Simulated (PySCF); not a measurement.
**H₂PtO, triplet: data card**

Method: UPBE0 in PySCF with Pt def2-TZVP with ECP60, O def2-TZVP, H def2-TZVP; scalar-relativistic core potentials, no spin–orbit coupling; density-fitted integrals.

The structure is a saddle point with 1 imaginary mode.

Coordinates in bohr (charge 0 multiplicity 3):
```
Pt    0.0000    0.0000   -0.2401
O     0.0000    0.0000    3.0209
H     3.0666    0.0000   -0.7451
H    -3.0666    0.0000   -0.7451
```

* Point group: C2v
* Bond lengths: Pt–H 1.645 Å (×2), Pt–O 1.726 Å
* Bond angles: H–Pt–H 161.3°, H–Pt–O 99.4° (×2)
* Principal quadrupole moments (Buckingham, traceless) about the centre of mass: -2.99, 0.70, 2.29 D Å
* Lowest empty level (β): -4.49 eV
* Principal polarisabilities: 31.5, 44.7, 53.1 bohr³
* Spin squared ⟨S²⟩: 2.012
* Zero-point energy (real modes): 36.1 kJ/mol
* Rotational constants: 3.176, 0.3802, 0.3396 cm⁻¹
* Atomisation energy without zero-point energy: 796 kJ/mol
* Dipole moment: 1.94 D
* Highest occupied level (α): -7.36 eV

Harmonic modes (masses in u: Pt 194.965, O 15.995, H 1.008):
```
symmetry  ω (cm⁻¹)  IR (km/mol)     type
      b2      304i            –     bend
      b1       541         10.7     bend
      a1       818          1.6     bend
      a1       902         14.6    mixed
      b2      1667          414  stretch
      a1      2101         10.9  stretch
```

In C2v the vibrations span 2b2 + b1 + 3a1. Here b1 is antisymmetric to the molecular plane and b2 lies in it.

Charges (e):
```json
{"atom": "Pt1", "Mulliken": "0.43", "Löwdin": "0.37", "polar tensor": "0.55", "spin (Mulliken)": "0.64", "Mayer order to Pt1": "–"}
{"atom": "O2", "Mulliken": "-0.25", "Löwdin": "-0.16", "polar tensor": "-0.20", "spin (Mulliken)": "0.95", "Mayer order to Pt1": "1.76"}
{"atom": "H3,4", "Mulliken": "-0.09", "Löwdin": "-0.11", "polar tensor": "-0.18", "spin (Mulliken)": "0.20", "Mayer order to Pt1": "0.77"}
```

Mulliken populations on Pt1 (electrons outside its core potential): s 2.96, p 6.36, d 8.22, f 0.03.

Outer orbital energies (eV). α occupied: -13.75, -13.69, -13.15, -10.11, -9.97, -9.16, -8.94, -7.36; empty: -3.89, -0.10, 1.29, 1.95. β occupied: -26.73, -13.39, -12.40, -11.96, -11.20, -9.59, -8.62, -8.60; empty: -4.49, -3.85, -3.45, 0.25.

Only a few start shapes were tried, so a lower isomer may exist. With open d or f shells other occupations or spin states may lie lower. At this level a singlet minimum of Cs symmetry lies 100 kJ/mol below this structure. With an element this heavy the missing spin–orbit coupling can shift these numbers.

The final relaxation and frequency run took roughly 90 core-seconds on a shared host.
